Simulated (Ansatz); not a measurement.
Cost and result for the atomization energy of CH₇FSi₂ (`F[SiH2]C[SiH3]`) (11 atoms, 10 bonds).

| atom | x (Å) | y (Å) | z (Å) |
| --- | --- | --- | --- |
| F1 | 0.644 | 0.208 | 2.840 |
| Si2 | -0.289 | 0.040 | 1.547 |
| C3 | 0.748 | 0.090 | 0.012 |
| Si4 | -0.209 | -0.102 | -1.590 |
| H5 | -0.989 | -1.262 | 1.673 |
| H6 | -1.269 | 1.154 | 1.562 |
| H7 | 1.289 | 1.043 | -0.019 |
| H8 | 1.497 | -0.708 | 0.065 |
| H9 | 0.712 | -0.047 | -2.755 |
| H10 | -1.211 | 0.988 | -1.725 |
| H11 | -0.924 | -1.405 | -1.610 |

The species carries charge 0 and has multiplicity 1. The structure was optimised at the PBE0-D4/def2-TZVP level. It is one conformer, not always the lowest. Program: Ansatz. All runs use 4 threads of an AMD EPYC 7B13 on a shared host. Times are those of one run each, without the atoms' runs, and a repeat can differ threefold. Electronic energies, without spin–orbit coupling; frozen cores. CCSD(T)/CBS adds CCSD(T) − MP2 in def2-TZVPP to the MP2 limit, and its time is that of the two runs behind it. T1 = 0.011.

CCSD(T)/CBS is a level of theory with its own doubt, some kJ/mol a heavy atom from the limit and from the frozen cores, so smaller differences don't rank the functionals.

```json
{"level": "LDA (SPW92)/def2-TZVPP", "functions": "244", "wall time": "1.1 s", "atomization (kJ/mol)": "4164.3", "difference from CCSD(T)/CBS": "393.8", "per bond": "39.4"}
{"level": "BLYP-D4/def2-TZVPP", "functions": "244", "wall time": "1.7 s", "atomization (kJ/mol)": "3715.8", "difference from CCSD(T)/CBS": "-54.7", "per bond": "-5.5"}
{"level": "PBE-D4/def2-TZVPP (with forces)", "functions": "244", "wall time": "2 s", "atomization (kJ/mol)": "3738.8", "difference from CCSD(T)/CBS": "-31.7", "per bond": "-3.2"}
{"level": "CCSD(T)/def2-SVP", "functions": "99", "wall time": "2.4 s", "atomization (kJ/mol)": "3527.1", "difference from CCSD(T)/CBS": "-243.4", "per bond": "-24.3"}
{"level": "CAM-B3LYP-D4/def2-TZVPP", "functions": "244", "wall time": "2.6 s", "atomization (kJ/mol)": "3774.3", "difference from CCSD(T)/CBS": "3.8", "per bond": "0.4"}
{"level": "r2SCAN-D4/def2-TZVPP (with forces)", "functions": "244", "wall time": "3.4 s", "atomization (kJ/mol)": "3756.2", "difference from CCSD(T)/CBS": "-14.3", "per bond": "-1.4"}
{"level": "r2SCANh-D4/def2-TZVPP", "functions": "244", "wall time": "3.4 s", "atomization (kJ/mol)": "3743.0", "difference from CCSD(T)/CBS": "-27.5", "per bond": "-2.8"}
{"level": "PBE-QIDH/def2-TZVPP", "functions": "244", "wall time": "3.9 s", "atomization (kJ/mol)": "3720.9", "difference from CCSD(T)/CBS": "-49.6", "per bond": "-5.0"}
{"level": "ωB97X-V/def2-TZVPP", "functions": "244", "wall time": "5.5 s", "atomization (kJ/mol)": "3779.9", "difference from CCSD(T)/CBS": "9.4", "per bond": "0.9"}
{"level": "ωB97M-V/def2-TZVPP (with forces)", "functions": "244", "wall time": "7.5 s", "atomization (kJ/mol)": "3766.1", "difference from CCSD(T)/CBS": "-4.4", "per bond": "-0.4"}
{"level": "MP2/def2-QZVPP", "functions": "464", "wall time": "14 s", "atomization (kJ/mol)": "3751.2", "difference from CCSD(T)/CBS": "-19.3", "per bond": "-1.9"}
{"level": "CCSD(T)/def2-TZVPP", "functions": "244", "wall time": "63 s", "atomization (kJ/mol)": "3678.7", "difference from CCSD(T)/CBS": "-91.8", "per bond": "-9.2"}
{"level": "CCSD(T)/CBS(def2)", "functions": "–", "wall time": "77 s", "atomization (kJ/mol)": "3770.5", "difference from CCSD(T)/CBS": "0.0", "per bond": "0.0"}
```

From r2SCAN to r2SCAN0 (25 % exact exchange), in def2-TZVPP and without D4, the atomization energy moves by −32.5 kJ/mol: exact exchange takes away binding that semilocal exchange gives to molecules. Leaving LDA and LC-ωPBE aside and taking each functional with its dispersion term where it has one, the values, not all of them listed here, spread over 104.4 kJ/mol, from revPBE-D4 to ωB97X-V. LDA lies +446.8 kJ/mol from PBE without D4, its usual overbinding. At CCSD(T), def2-SVP lies −243.4 kJ/mol from the extrapolated value and def2-TZVPP −91.8 kJ/mol: correlation converges slowly with the basis, and small sets miss more of it in the bonded molecule than in its fragments.
